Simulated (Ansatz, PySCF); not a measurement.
C2H7ClInNO, singlet, geometry from GFN2-xTB (such geometries of metal compounds can be far from the true shape) (all electrons, no relativity), with bond 9-5 at 2.4 times its length. Base run: CASSCF(2,4)/STO-3G (PySCF).

PySCF was given this input:
```python
from pyscf import gto, scf, mcscf
import numpy

mol = gto.M(
    atom='''
In   -0.14339120    0.53238296    0.13047434
Cl    1.83838091    0.02335389    1.19919179
O    -1.32083082   -0.98505475   -0.45070962
C    -0.82846459   -2.28164652   -0.62439770
C     0.16262085   -2.38739780   -1.77751691
H    -0.36111401   -2.66051278    0.29735656
H    -1.70858097   -2.90538789   -0.83504065
H     1.04844443   -1.78542350   -1.54804946
H     0.88061896   -4.87098404   -2.13762285
H    -0.29066084   -2.00562438   -2.69054431
N    -0.87916957    2.40990178   -0.29826481
H    -0.78663594    3.01155398    0.51608380
H    -1.87365010    2.30923038   -0.48672924
''',
    basis='sto-3g',
    verbose=4,
)

mf = scf.RHF(mol)
mf.kernel()
mc = mcscf.CASSCF(mf, 4, 2)
mc.fix_spin_(ss=0.0)
mc.kernel()
occ = numpy.linalg.eigvalsh(mc.fcisolver.make_rdm1(mc.ci, mc.ncas, mc.nelecas))[::-1]
ss = mc.fcisolver.spin_square(mc.ci, mc.ncas, mc.nelecas)[0]
print('natural occupations', occ.round(4), ' <S^2>', round(ss, 4))
```

Programs used: Ansatz (a first-principles code), PySCF; a row that names a program was run with it.

Variants of this job, named by their change:

| change | ΔE vs base (mEh) | natural occupations | <S^2> of the state |
|---|---|---|---|
| base | 0.000 | 1.30 0.70 0.00 0.00 | 0.00 |
| state_average = 2 states | 36.191 | - | - |
| start = MP2 natural orbitals | -0.005 | 1.30 0.70 0.00 0.00 | 0.00 |
| correction = SC-NEVPT2 | -206.1 | 1.30 0.70 0.00 0.00 | 0.00 |
| code = ansatz; correction = SC-NEVPT2, all electrons | -205.7 | - | - |
| active space = 2 electrons, 2 orbitals | 0.000 | 1.30 0.70 | 0.00 |
| conv_tol = 1e-5 | 0.000 | 1.30 0.70 0.00 0.00 | 0.00 |
| solver = newton | 0.000 | 1.30 0.70 0.00 0.00 | 0.00 |
| orbitals = fixed (CASCI) | 17.537 | 1.33 0.67 0.00 0.00 | 0.00 |
| active space = 8 electrons, 8 orbitals | -58.469 | 1.97 1.97 1.96 1.30 0.70 0.04 0.03 0.02 | 0.00 |
| code = ansatz | 0.009 | - | - |

Active orbitals are taken around the Fermi level unless the row says otherwise; CASSCF can end in different local minima, and two programs can end on different orbitals. State-averaged rows give the lowest state.

Ansatz warned in this series: the state or the total is in doubt.
